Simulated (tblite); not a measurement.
Compound: C4H7N2Si (charge -1).
Cartesian coordinates in Å at the GFN2-xTB level; atoms count from 1:
```
atom  x, y, z in Å
C1    -0.9221   -1.6597    0.2292
C2    -0.8464   -0.1689    0.1527
N3    -1.9293    0.6226    0.3085
C4    -1.4284    1.8589    0.1691
N5    -0.1298    1.9429   -0.0600
C6     0.2785    0.6272   -0.0738
Si7    2.0326    0.1694   -0.3666
H8    -1.1183   -1.9910    1.2533
H9     0.0207   -2.0953   -0.1015
H10   -1.7295   -2.0392   -0.4009
H11   -2.0592    2.7362    0.2400
H12    2.9940    1.2633   -0.1468
H13    2.5004   -0.9363    0.5105
H14    2.3359   -0.3304   -1.7360
```

Level: GFN2-xTB in tblite, geometry and Hessian alike; calculated harmonic values, unscaled, isolated species. Against measured fundamentals such values can be off by several per cent, at times by over 20. Modes of hydrogen on silicon can be 10 to 20 % off. The optimisation stopped once no atom felt more than 0.01 eV/Å.

Lowest wavenumbers of the output (negative numbers stand for imaginary wavenumbers):
```
mode    cm-1
  1     -47.0
  2      28.5
  3     157.1
  4     164.2
  5     266.4
  6     332.2
  7     502.6
  8     535.8
  9     550.9
 10     624.9
 11     650.6
 12     702.7
 13     816.2
 14     832.6
 15     841.3
```

Task: Is this structure a minimum?

Result: Not by this Hessian. 1 mode is imaginary beyond 20i (47i cm⁻¹), so at this level the point lies at or near a first-order saddle. The curvature is small, so loose convergence or finite differences may be the whole cause.

Task: Which atoms move in the imaginary mode?

Result: 47i: H9 (methyl hydrogen) 19 %, H8 (methyl hydrogen) 19 %, H14 (Si–H hydrogen) 16 %, H10 (methyl hydrogen) 15 %. These are shares of the mass-weighted motion.

Task: What is the remedy?

Result: Step along that mode in both directions, optimise again with tighter thresholds and repeat the frequencies. The zero-point energy of this point (60.7 kcal/mol) counts the 35 real modes alone, and thermal corrections from it aren't those of a minimum.
